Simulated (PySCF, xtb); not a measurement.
Zn(SH)(SMe) (CH4S2Zn), SMILES C[S][Zn][SH].

GFN2-xTB run with xtb at its own geometry gives an orbital gap of 2.08 eV and a dipole moment of 1.48 D.

Geometry: PBE0-D3(BJ)/def2-SVP. One conformer was computed; it need not be the lowest.

Task: What does PySCF with PBE0/def2-TZVP give? (An estimate is asked for; the answer gives what the named calculation found.)

Result: gap 5.97 eV (levels -6.89 and -0.92 eV), dipole 1.61 D.
